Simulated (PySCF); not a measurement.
**Two-component Hartree-Fock for Ho(2+) (holmium, charge +2)**

Start: [Xe] 4f11; 4f5/2 filled at m_j = -5/2, -3/2, -1/2, +1/2, +3/2, +5/2; 4f7/2 filled at m_j = -1/2, +1/2, +3/2, +5/2, +7/2. Calculated with PySCF 2.14 in x2c-TZVPPall-2c: generalised Hartree-Fock with the X2C-1e Hamiltonian and a Gaussian nucleus; one run each with spin-orbit coupling (SO) switched off, then screened by Boettger's factors.

```
spinor shell  electrons  ε, spin-free (eV)  ε, screened SO (eV)  weight of nominal j (screened SO)  rms radius, screened SO (bohr)
       1s1/2          2           -55913.2             -55901.1                              1.000                          0.0236
       2s1/2          2            -9490.4              -9486.6                              1.000                          0.0952
       2p1/2          2            -8405.6              -9011.9                              1.000                          0.0814
       2p3/2          4            -8405.6              -8150.0                              1.000                          0.0881
       3s1/2          2            -2183.5              -2182.3                              1.000                           0.245
       3p1/2          2            -1845.6              -1974.7                              1.000                           0.236
       3p3/2          4            -1845.6              -1790.3                              1.000                           0.250
       3d3/2          4            -1414.6              -1438.5                              0.999                           0.223
       3d5/2          6            -1414.6              -1397.6                              1.000                           0.226
       4s1/2          2            -467.64              -467.29                              1.000                           0.552
       4p1/2          2            -353.97              -384.09                              0.997                           0.566
       4p3/2          4            -353.97              -340.94                              0.999                           0.597
       4d3/2          4            -197.19              -204.21                              0.952                           0.640
       4d5/2          6            -197.19              -192.24                              0.968                           0.650
       5s1/2          2            -75.007              -74.956                              1.000                            1.39
       5p1/2          2            -45.861              -49.931                              0.991                            1.55
       4f5/2          6            -27.660              -28.498                              0.707                           0.912
       4f7/2          5            -27.660              -26.552                              0.703                           0.935
```

**Question.** Where does 5p3/2 lie, and what is the 5p spin-orbit splitting (screened SO)?

**Answer.** At -44.130 eV, 5.801 eV above 5p1/2.

```csv
quantity,spin-free,screened SO
E (hartree),-12606.55976,-12616.45367
M_J,15/2,15/2
⟨J²⟩,63.761,63.761
⟨L²⟩,42.006,42.397
⟨S²⟩,3.754,3.775
```

Each row is a mean over spinors that exchange with the open shell spreads, by up to 14.207 eV (4d5/2).

Rows whose weight is well below 1 are mixtures of j = l ± 1/2: exchange outweighs spin-orbit coupling there, and the label is only the starting occupation.

Breit and QED terms are absent; they matter most for the inner s and p1/2 levels.

Densities and radii are taken from the X2C orbitals without a picture-change correction, which distorts them close to the nucleus.

Without spin-orbit coupling the j labels of p, d and f shells carry no meaning; the spin-free column gives the mean over the occupied spinors of each nl shell.
